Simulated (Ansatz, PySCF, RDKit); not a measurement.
Torsion H4–O1–Ge2–F3 in FGeHO (SMILES [OH][Ge][F]); at each angle all else is relaxed with GFN2-xTB, and the levels are single points there.
Geometry at 0° (charge 0, multiplicity 1):
```json
[
 {"atom": "O", "x (Å)": "-0.9429", "y (Å)": "0.2159", "z (Å)": "0.2106"},
 {"atom": "Ge", "x (Å)": "0.6350", "y (Å)": "0.8875", "z (Å)": "-0.1037"},
 {"atom": "F", "x (Å)": "1.1248", "y (Å)": "-0.3210", "z (Å)": "-1.4110"},
 {"atom": "H", "x (Å)": "-1.3399", "y (Å)": "-0.5434", "z (Å)": "-0.2142"}
]
```

On the grid 0° to 330°, 300° is the highest and 0° the lowest point at CCSD(T)/CBS(cc-pVTZ, cc-pVQZ).

Cores are frozen in the correlated methods. Filled d and f shells under p-block atoms count as core.

Programs: Ansatz (Gaussian orbitals); PySCF for the dispersion terms; RDKit for the force fields. Values without a source in brackets are computed.

| level | energy at 300° less that at 0° (kJ/mol) |
|---|---|
| UFF | 0.0 |
| HF/cc-pVTZ | 32.8 |
| SVWN5/def2-TZVPP | ? |
| PBE-D4/def2-TZVPP | 32.2 |
| PBE0-D4/def2-TZVPP | 32.2 |
| SCS-MP2/cc-pVDZ | 36.6 |
| SCS-MP2/cc-pVTZ | 34.8 |
| CCSD/cc-pVTZ | 34.5 |
| CCSD(T)/cc-pVDZ | 36.6 |

Q: Fill in the missing entries.

A: 
- SVWN5/def2-TZVPP, energy at 300° less that at 0° (kJ/mol): 29.9

Ansatz is a quantum-chemistry and plane-wave program.
